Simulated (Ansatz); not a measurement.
This geometry of CH6FPSi (10 atoms, charge 0, multiplicity 1) is a first-order saddle point.

Theory: Ansatz 0.2.0, RKS B3LYP/cc-pVDZ.

```xyz
10
Properties=species:S:1:pos:R:3
C 0.110 1.507 0.209
Si -0.414 -0.251 0.595
F 0.182 -0.590 2.107
P 0.322 -1.631 -0.940
H -0.378 1.871 -0.708
H -0.161 2.167 1.049
H 1.202 1.563 0.072
H -1.881 -0.496 0.684
H -0.366 -2.786 -1.343
H 1.468 -1.407 -1.722
```

Q: Which two structures does it join? (They come from a converged band through this point; their orientation in space is the band's.)

A: No bond is made or broken. The height of P4 over the plane of its neighbours goes from 0.88 to -0.87 Å.

Initial state:

```xyz
10
Properties=species:S:1:pos:R:3
C 0.042 1.361 0.094
Si -0.328 -0.389 0.666
F 0.485 -0.630 2.093
P 0.320 -2.067 -0.739
H -0.513 1.588 -0.832
H -0.262 2.088 0.866
H 1.117 1.494 -0.106
H -1.785 -0.566 0.954
H -0.491 -1.550 -1.808
H 1.498 -1.379 -1.186
```

Final state:

```xyz
10
Properties=species:S:1:pos:R:3
C 0.052 1.527 0.176
Si -0.406 -0.277 0.417
F 0.425 -0.848 1.737
P 0.062 -1.505 -1.443
H -0.546 1.968 -0.639
H -0.148 2.098 1.098
H 1.118 1.641 -0.075
H -1.859 -0.438 0.731
H -0.097 -2.758 -0.766
H 1.481 -1.459 -1.233
```

Q: How far does it lie above each of them?

A: 0.95 eV above the first and 0.98 eV above the second. This is the barrier of this one path; another mechanism may lie lower.

Run time: 5.3 min on 1 CPU thread of a shared host.
